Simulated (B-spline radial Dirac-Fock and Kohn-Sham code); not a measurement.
## Cl 3s: cross section and angular parameters

System: atomic chlorine, [Ne] 3s2 3p5; threshold 24.17 eV (orbital energy of the model). These are calculated numbers from an atomic code on a B-spline grid; the model is Dirac-Hartree-Slater photoionisation with a Latter tail; cross sections with all multipoles, angular parameters from the dipole term and its interference with E2.

For linearly polarised light dσ/dΩ = σ/(4π) [1 + β P₂(cos θ) + (δ + γ cos²θ) sin θ cos φ], with θ from the polarisation vector and φ the angle between the beam and the projection of the electron momentum on the plane normal to the polarisation.

```
hν (eV)  σ (kb)      β       γ
   55.5     414  2.000   0.108
     60     403  2.000   0.128
   74.7     353  2.000   0.158
     80     334  2.000   0.161
    100     266  2.000   0.150
    182     118  2.000   0.048
    200     102  2.000   0.031
    231    81.3  2.000   0.007
    349    41.0  2.000  -0.036
    370    37.0  2.000  -0.038
    400    32.2  2.000  -0.039
    532    19.3  2.000  -0.024
    635       ?      ?       ?
    800    8.89  2.000   0.051
    801    8.87  2.000   0.051
    901    7.03  2.000   0.085
    931    6.59  2.000   0.096
   1490    2.48  2.000   0.293
   1500    2.45  2.000   0.297
   2640   0.681  2.000   0.652
   2740   0.624  2.000   0.679
   4130   0.229  2.000   1.016
 5414.7   0.115  2.000   1.274
   5500   0.111  2.000   1.290
   5600   0.106  2.000   1.308
   7390  0.0508  2.000   1.616
   7400  0.0506  2.000   1.618
 8047.8  0.0404  2.000   1.718
  12000  0.0134  1.999   2.245
  13200  0.0102  1.999   2.384
```

Problem. Give the values at 635 eV.

Solution. σ = 13.8 kb, β = 2.000, γ = 0.000. For an s subshell δ is negligible.
